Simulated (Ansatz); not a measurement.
A run on CH$_{7}$AlB$_{2}$Si with other settings.

```yaml
crystal:
  periodic: [false, false, false]
  atoms:
    - {symbol: Si, position_ang: [-2.330514, -0.618718, -0.131449]}
    - {symbol: B, position_ang: [-0.469995, 0.057753, -0.241029]}
    - {symbol: B, position_ang: [0.517849, 0.788515, 0.738726]}
    - {symbol: C, position_ang: [1.938928, 1.008619, 0.997478]}
    - {symbol: Al, position_ang: [1.528663, -0.383106, -0.595381]}
    - {symbol: H, position_ang: [-3.321625, 0.362358, -0.661717]}
    - {symbol: H, position_ang: [-2.523970, -1.878286, -0.907689]}
    - {symbol: H, position_ang: [-2.710391, -0.906561, 1.281101]}
    - {symbol: H, position_ang: [-0.059059, 0.198670, -1.431031]}
    - {symbol: H, position_ang: [2.527946, 0.335321, 1.626411]}
    - {symbol: H, position_ang: [2.391370, 1.995611, 0.925590]}
    - {symbol: H, position_ang: [2.587798, -1.015477, -1.567010]}
basis:
  gaussian: {orbitals: def2-TZVP, final_grid: {core_spheres: 8, valence_spheres: 7, degree: 23}, point_charges: [{charge: 1.00, position_ang: [5.300, -0.200, -0.708]}]}
hamiltonian: {xc: {name: LC-wPBE}}
output: {forces: true}
```

```sh
$ ansatz run in.yaml --threads 4 --pin off --events-out ev --progress --plain --max-ram 10444MiB
```

Output, abridged:

```
Functional definition: LC-wPBE
1337 factors; their error is unknown
543 factors; integrals over basis functions are off by at most 2.2e-5 eV
mean field evaluation 1: about -16966.0710 eV, gradient 4.2e1 eV
mean field evaluation 2: about -16968.4953 eV, gradient 3.0e1 eV
mean field evaluation 4: about -16970.7701 eV, gradient 1.7e0 eV
mean field evaluation 8: about -16970.7843 eV, gradient 1.3e-1 eV
mean field evaluation 16: about -16970.7625 eV, gradient 4.4e-4 eV
mean field -16970.76246044 eV, -623.6640172252 hartree, gradient 6.8e-5 eV, S^2 0.000000; 0 other end points of the search recorded, 0 dependent functions left out
reference -16970.76246045 eV, -623.6640172256 hartree; 25, 25 occupied and 184, 184 virtual orbitals, 1337 factors
Total energy: -16970.76246045 eV, -623.6640172256 hartree
Atom 0 at    -2.330514    -0.618718    -0.131449 Å, force    -0.484463    -0.179405     0.034164 eV/Å
Atom 1 at    -0.469995     0.057753    -0.241029 Å, force     0.368214     0.011210     0.119588 eV/Å
Atom 2 at     0.517849     0.788515     0.738726 Å, force    -0.211130    -0.339646    -0.273303 eV/Å
Atom 3 at     1.938928     1.008619     0.997478 Å, force     0.749837    -0.082407    -0.447377 eV/Å
Atom 4 at     1.528663    -0.383106    -0.595381 Å, force    -0.854750     0.326244     0.342645 eV/Å
Atom 5 at    -3.321625     0.362358    -0.661717 Å, force     0.205980    -0.030993     0.035914 eV/Å
Atom 6 at    -2.523970    -1.878286    -0.907689 Å, force     0.122361     0.116203     0.054681 eV/Å
Atom 7 at    -2.710391    -0.906561     1.281101 Å, force     0.125168     0.046736    -0.109829 eV/Å
Atom 8 at    -0.059059     0.198670    -1.431031 Å, force     0.118117     0.094509    -0.036325 eV/Å
Atom 9 at     2.527946     0.335321     1.626411 Å, force    -0.177202     0.019784     0.222222 eV/Å
Atom 10 at     2.391370     1.995611     0.925590 Å, force    -0.114860     0.020346     0.075034 eV/Å
Atom 11 at     2.587798    -1.015477    -1.567010 Å, force     0.426111     0.004371     0.043996 eV/Å
Dipole moment:    -0.012428     0.016148     0.061287 e Å
```

It took 1.9 s on 4 threads of an Intel Xeon Platinum 8488C on a shared host, with 0.53 GiB of host memory at the peak.
